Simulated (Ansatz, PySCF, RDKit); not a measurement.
Dimer: AsH3 (SMILES [AsH3]) (first 4 atoms) with H2Se (SMILES [SeH2]); geometry from B3LYP-D3(BJ)/def2-TZVP, rigid monomers moved along the line of their centres of mass till As1···Se5 is 4.29 Å.
(charge 0, multiplicity 1):
```xyz
7

As    -0.18873    -0.11764    -0.35513
H     -0.15344    -0.09021    -1.88061
H      1.30997     0.13333    -0.25092
H     -0.50743     1.36942    -0.26977
Se    -0.01753    -0.58597     3.90306
H     -1.46134    -0.65454     3.64085
H     -0.24809    -0.07712     5.26490
```

Monomers are frozen at their geometry in the pair; levels with a basis set take the counterpoise correction. Rows marked so take none. RDKit's UFF carries no charges.

Correlated levels freeze the cores. Filled d and f shells under p-block atoms count as core. CBS: X⁻³ extrapolation of the correlation energy, Hartree–Fock from the larger set. Rows in 3-21G, 6-31G*, STO-3G carry no dispersion term and start afresh at each structure (6-31G* with six Cartesian d functions); the Pople sets are all-electron and without relativity. MP2/6-31G* freezes PySCF's default core, which leaves 3d correlated.

Run with Ansatz (Gaussian basis) for Hartree–Fock, density functionals and correlated methods; PySCF for 3-21G rows, 6-31G* rows, STO-3G rows, the dispersion terms; RDKit for the force fields. 

```csv
level,interaction energy (kcal/mol)
UFF,-0.48
HF/STO-3G (no counterpoise),-0.18
HF/3-21G (no counterpoise),-0.61
PBE/def2-TZVPPD,-0.59
B3LYP/3-21G (no counterpoise),-0.74
PBE0-D4/def2-TZVPPD,…
MP2/6-31G* (no counterpoise),-1.01
CCSD(T)/aug-cc-pVDZ,…
"MP2/CBS(aug-cc-pVDZ, aug-cc-pVTZ) + ΔCCSD(T)/aug-cc-pVDZ",-0.98
```

**Question.** What belongs in the gaps?

**Answer.** 
- PBE0-D4/def2-TZVPPD, interaction energy (kcal/mol): -1.20
- CCSD(T)/aug-cc-pVDZ, interaction energy (kcal/mol): -0.86

Ansatz is a first-principles code.
